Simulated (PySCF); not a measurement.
Method: PySCF 2.14.0 with PBE-D3(BJ)/def2-TZVP // PBE0-D3(BJ)/def2-SVP. Gas-phase values, no solvent. 

Reference species (SMILES): `[SiH3]c1cc2cccccc-2c1` (neutral, multiplicity 1).

The S1 oscillator strength comes out as 0.010. The LUMO is -3.07 eV, the dipole moment is 2.15 D and the HOMO–LUMO gap is 1.99 eV.

Changed species: `[SiH3]c1cccc2cccc-2c1`.

Question: Give the shifts of the S1 oscillator strength, LUMO, dipole moment and HOMO–LUMO gap.

Answer: the S1 oscillator strength is nearly the same; the LUMO rises by 0.05 eV, to -3.02 eV; the dipole moment drops by 1.32 D, to 0.83 D; the HOMO–LUMO gap rises by 0.07 eV, to 2.06 eV.
